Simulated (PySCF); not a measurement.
## Frontier levels across methods

Compound: C2H8AlFO.
SMILES with atom numbers: `[CH3:1][O+:2]([CH3:3])[AlH2-:4][F:5]` (hydrogens: H6, H7, H8 on C1; H9, H10, H11 on C3; H12, H13 on Al4)

Geometry (PBE0-D3(BJ)/def2-SVP, Å), atoms numbered from 1 in this order:
```xyz
13
C2H8AlFO angstrom
C      0.003    1.459   -0.269
O     -0.102    0.066   -0.006
C     -1.399   -0.405    0.305
Al     1.454   -1.158   -0.033
F      2.570    0.058   -0.422
H     -0.623    1.724   -1.135
H      1.060    1.649   -0.485
H     -0.317    2.031    0.617
H     -2.084   -0.219   -0.538
H     -1.776    0.091    1.213
H     -1.326   -1.486    0.484
H      1.060   -2.151   -1.218
H      1.482   -1.670    1.478
```

Basis pcSseg-2 throughout (PySCF), one geometry. Geometry: PBE0-D3(BJ)/def2-SVP, one conformer, isolated molecule.

Question: How do the orbital energies, the gap and the dipole change with the method?

Answer: 
```json
{"method": "B97-2", "kind": "global hybrid", "HOMO (eV)": "-7.25", "LUMO (eV)": "0.09", "gap (eV)": "7.35", "μ (D)": "5.50", "SCF cycles": "14"}
{"method": "PBE0", "kind": "global hybrid", "HOMO (eV)": "-7.49", "LUMO (eV)": "0.06", "gap (eV)": "7.54", "μ (D)": "5.49", "SCF cycles": "13"}
{"method": "mPW1PW91", "kind": "global hybrid", "HOMO (eV)": "-7.52", "LUMO (eV)": "0.04", "gap (eV)": "7.56", "μ (D)": "5.51", "SCF cycles": "13"}
{"method": "BHandHLYP", "kind": "global hybrid", "HOMO (eV)": "-8.74", "LUMO (eV)": "0.57", "gap (eV)": "9.31", "μ (D)": "5.63", "SCF cycles": "12"}
{"method": "CAM-B3LYP", "kind": "range-separated hybrid", "HOMO (eV)": "-8.91", "LUMO (eV)": "0.73", "gap (eV)": "9.64", "μ (D)": "5.57", "SCF cycles": "13"}
{"method": "wB97X-D", "kind": "range-separated hybrid", "HOMO (eV)": "-9.42", "LUMO (eV)": "1.74", "gap (eV)": "11.15", "μ (D)": "5.56", "SCF cycles": "13"}
{"method": "LC-wPBE", "kind": "range-separated hybrid", "HOMO (eV)": "-10.26", "LUMO (eV)": "1.87", "gap (eV)": "12.13", "μ (D)": "5.60", "SCF cycles": "13"}
```

The HOMO spans 3.01 eV, from B97-2 down to LC-wPBE, and the gap runs from 7.35 eV (B97-2) to 12.13 eV (LC-wPBE). Over the methods B97-2 (21 %), PBE0 (25 %), mPW1PW91 (25 %), BHandHLYP (50 %), a straight line through the gap against the share of exact exchange rises by 0.69 eV for each 10 % (correlation coefficient 0.999). The dipole ranges from 5.49 D (PBE0) to 5.63 D (BHandHLYP). This basis has no diffuse functions.
